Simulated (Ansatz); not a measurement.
Harmonic frequencies (cm⁻¹) at PBE0-D4/def2-TZVP from Ansatz: 66, 68, 83, 109, 116, 358, 525, 529, 559, 629, 646, 841, 935, 943, 953, 1148, 2171, 2226, 2228, 2576, 2663.

Each molecule was computed in one conformer, which needn't be the lowest.

(1) Which molecule is it?
A. `C[BH][AlH2]`
B. `[BH2][Zn][S][SiH3]`
C. `C=C1N[SiH]1Cl`
D. `[GaH2][B]1B[SiH2]1`

## Answers

(1) B.
